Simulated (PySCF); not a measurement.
Input file for PySCF: R-BP86/6-31G* on C3H8O (SMILES CCCO), a point of a torsion scan.

```python
from pyscf import gto, scf, dft, mp
from pyscf.data.elements import chemcore

mol = gto.M(
    atom='''
    C    -1.17587610    0.78441030    0.14059761
    C    -0.44055562   -0.48261048   -0.28671126
    C     0.95595387   -0.60935474    0.34549295
    O     1.02024874   -0.21993573    1.69525209
    H    -2.11900892    0.86318227   -0.39442685
    H    -0.58554423    1.67270762   -0.08346630
    H    -1.39563617    0.76133014    1.20566552
    H    -1.04460601   -1.34376641    0.00660558
    H    -0.32659121   -0.50576081   -1.37094217
    H     1.28618349   -1.64936430    0.31957415
    H     1.66981004   -0.00949949   -0.24165722
    H     0.74946425    0.70220015    1.75906758
    ''',
    basis='6-31g*',
    cart=True,
    charge=0, spin=0, verbose=3, max_memory=1800)
mf = dft.RKS(mol, xc='b88,p86')
mf.conv_tol = 1e-8
mf.max_cycle = 100
mf.kernel()
if not mf.converged:
    mf = mf.newton().run(mf.mo_coeff, mf.mo_occ)
```

Q: Predict the final total energy.

A: -194.3344 hartree.
